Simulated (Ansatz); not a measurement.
`C[SiH](Cl)[SnH3]` + `CCS` → `CC[S][SnH3]` + `C[SiH2]Cl`  (cleavage of the Sn–Si bond)

Program: Ansatz. Geometries: PBE0-D4/def2-TZVP. ΔE: electronic, gas phase. CCSD(T)/CBS adds triple-zeta CCSD(T) − MP2 to the extrapolated MP2 energy (def2 sets, frozen cores). DFT in def2-TZVPP. def2 core potentials past Kr. For Sn outer-core shells are correlated without core-valence functions, which leaves a few kJ/mol of doubt a bond. Each species was taken in one conformer, which may not be the lowest.

```
           species  PBE0 energy (Eh)
`C[SiH](Cl)[SnH3]`       -1006.07491
             `CCS`        -477.81802
     `CC[S][SnH3]`        -693.32516
       `C[SiH2]Cl`        -790.57783
```

(1) Work out ΔE.

Largest T1 diagnostic among the species: 0.012.

Answers

(1) ΔE = (-693.32516) + (-790.57783) − (-1006.07491) − (-477.81802) = -0.01006 Eh = -6.3 kcal/mol. CCSD(T)/CBS gives -8.3 kcal/mol.

In def2-TZVPP, CCSD(T) changes the Hartree–Fock value by +2.0 kcal/mol (the triples alone add −0.1 kcal/mol) and MP2 by +1.0 kcal/mol.
